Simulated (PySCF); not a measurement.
**Magnetic susceptibility: SMILES O=C(O)CSC1(F)CC1, C$_{5}$H$_{7}$FO$_{2}$S**

Geometry (Å), atoms numbered from 1 in this order:
```xyz
16

O     1.7364    0.6979   -0.6784
C     2.0474   -0.0236    0.2258
O     3.1756    0.1286    0.9276
C     1.2604   -1.2015    0.7477
S    -0.2422   -1.5466   -0.2175
C    -1.3210   -0.2794    0.4479
F    -1.5583   -0.4696    1.7847
C    -1.2815    1.1311   -0.0393
C    -2.4461    0.2433   -0.3818
H     3.6842    0.8871    0.5982
H     1.8798   -2.0973    0.7044
H     0.9773   -1.0259    1.7865
H    -1.4325    1.9062    0.6974
H    -0.5649    1.3721   -0.8084
H    -2.5354   -0.1281   -1.3903
H    -3.3869    0.4147    0.1188
```

Method: GIAO PBE0/def2-SVP magnetisability, rotational g tensor and spin-rotation constants, non-relativistic, gas phase (PySCF 2.14.0). Geometry: GFN2-xTB.

Task: How diamagnetic is it, and how anisotropic?

Result: Isotropic -1455 × 10⁻³⁰ J/T², or -87.6 × 10⁻⁶ cm³/mol; principal values -1641, -1378, -1347 × 10⁻³⁰ J/T², anisotropy 280 × 10⁻³⁰ J/T² (root of half the summed squared differences of the principal values). The susceptibility is in cgs units.

Task: Split it along the inertial axes a, b, c into diamagnetic and paramagnetic parts about the centre of mass, with the quadrupole moment.

Result: 
```csv
axis,χ (10⁻⁶ cm³/mol),diamagnetic (10⁻⁶ cm³/mol),paramagnetic (10⁻⁶ cm³/mol),summed x² of all electrons (Å²),quadrupole Θ (D Å)
a,-86.2,-589.3,503.0,265.9,+10.69
b,-82.0,-1366.6,1284.7,82.7,-4.44
c,-94.7,-1478.7,1384.1,56.2,-6.25
```
Anisotropies 2χaa − χbb − χcc = +4.2 and 2χbb − χaa − χcc = +17.0 × 10⁻⁶ cm³/mol. Θ is traceless in Buckingham's convention.

Task: And the rotational g tensor?

Result: 
```tsv
axis	rotational constant (GHz)	g	nuclear part	electronic part
a	2.4126	-0.0225	0.5476	-0.5702
b	0.9032	-0.0065	0.5386	-0.5451
c	0.8395	-0.0006	0.5453	-0.5459
```
Asymmetric top; isotopes 12C, 19F, 1H, 16O, 32S; no vibrational averaging.
